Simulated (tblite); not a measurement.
C₃H₁₃NSi₂.
Atom-mapped SMILES: `[CH3:1][CH:2]([CH3:3])[NH:4][SiH2:5][SiH3:6]` (hydrogens: H7, H8, H9 on C1; H10 on C2; H11, H12, H13 on C3; H14 on N4; H15, H16 on Si5; H17, H18, H19 on Si6)

Computed with GFN2-xTB (tblite), gas phase: nudged elastic band of 9 images (0 to 8), spring 0.2 eV/Å², climbing image at the end, force threshold 0.05 eV/Å. The top image wasn't refined or checked by frequencies; at this threshold it can lie a kcal/mol or more above the true saddle point of the method.

The band describes a rotation about C2–N4 (sp3 carbon bound to nitrogen, silicon-bound nitrogen), followed by the dihedral C3–C2–N4–Si5, from the optimised start (148°) to a second optimised geometry at -80°.

Q: How does the energy change from image to image?

A: 
```tsv
image	dihedral (°)	E (kJ/mol)	C2–N4 (Å)	C3···Si5 (Å)	largest true force (eV/Å)
0	148	0.00	1.445	4.01	0.01
1	164	1.27	1.447	4.07	0.02
2	180	5.03	1.450	4.09	0.04
3	-165	9.66	1.452	4.09	0.04
4	-152	10.85	1.449	4.06	0.05
5	-134	10.50	1.449	3.98	0.04
6	-112	9.03	1.449	3.84	0.03
7	-95	6.95	1.449	3.69	0.03
8	-80	5.65	1.449	3.54	0.01
```

Barriers of this band. The top is image 4 at -152°: 10.85 kJ/mol forward and 5.20 kJ/mol back; the end lies 5.65 kJ/mol above the start. The central bond is 0.004 Å longer at the top than at the start.

Q: What rate follows at 250 K for crossing this barrier forward?

A: Taking the electronic barrier for the free energy of activation (no zero-point or entropy terms, transmission 1), rate = (kT/h)·exp(−ΔE/kT) ≈ 3 × 10^10 s⁻¹, whose inverse is 4 × 10^-11 s. An error of 1 kcal/mol in the barrier changes this by a factor of 7, and the method and the loose band can each miss by that much or more.

Q: How would the two end points share their population at 250 K, from these energies alone?

A: exp(−ΔE/kT) with ΔE = 0.059 eV gives 0.065 for the higher one (end) against 1 for the lower, without vibrational, rotational or degeneracy terms. GFN2-xTB can put conformers this close in the wrong order.

Q: How long is the path, and how are the images spaced?

A: Cartesian distances between aligned neighbours (all atoms, Å): 0.93, 0.93, 0.93, 0.95, 0.93, 0.94, 0.85, 0.65; the sum is 7.12 Å, and the top lies 53 % of the way along.

The cost below is that of the whole band run. Hardware: Arm Neoverse V1, one thread, no GPU, shared host with 32 logical CPUs at a one-minute load of 8.4. Cost: 4.5 s of wall time, 0.19 GiB resident at most.
